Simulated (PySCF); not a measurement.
W(NH)(F)2(Cl)2 (Cl₂F₂HNW), SMILES [NH]=[W]([F])([F])([Cl])[Cl], multiplicity 1.

The structure is a stationary point at PBE0-D3(BJ)/def2-SVP. The multiplicity is an assumed one; no other spin state was optimised. The structure was generated by enumeration; whether it is a known compound was not checked. The def2 effective core potentials stand for the cores of W; spin–orbit coupling is left out.

The numbers are results of PBE/def2-TZVP (PySCF), not measurements.

Symmetry labels are those of the subgroup Cs that the program uses (full group Cs).

Problem. List the valence orbital energies around the gap with their symmetry. (An estimate is asked for; the answer gives what the named calculation found.)

Solution. 
```json
[
 {"orbital": "HOMO−7", "symmetry": "A'", "energy (eV)": "-9.86"},
 {"orbital": "HOMO−6", "symmetry": "A'", "energy (eV)": "-9.44"},
 {"orbital": "HOMO−5", "symmetry": "A'", "energy (eV)": "-9.13"},
 {"orbital": "HOMO−4", "symmetry": "A\"", "energy (eV)": "-8.90"},
 {"orbital": "HOMO−3", "symmetry": "A'", "energy (eV)": "-8.57"},
 {"orbital": "HOMO−2", "symmetry": "A\"", "energy (eV)": "-8.52"},
 {"orbital": "HOMO−1", "symmetry": "A'", "energy (eV)": "-7.77"},
 {"orbital": "HOMO", "symmetry": "A\"", "energy (eV)": "-7.63"},
 {"orbital": "LUMO", "symmetry": "A'", "energy (eV)": "-4.02"},
 {"orbital": "LUMO+1", "symmetry": "A\"", "energy (eV)": "-3.87"},
 {"orbital": "LUMO+2", "symmetry": "A\"", "energy (eV)": "-3.01"},
 {"orbital": "LUMO+3", "symmetry": "A'", "energy (eV)": "-2.78"}
]
```
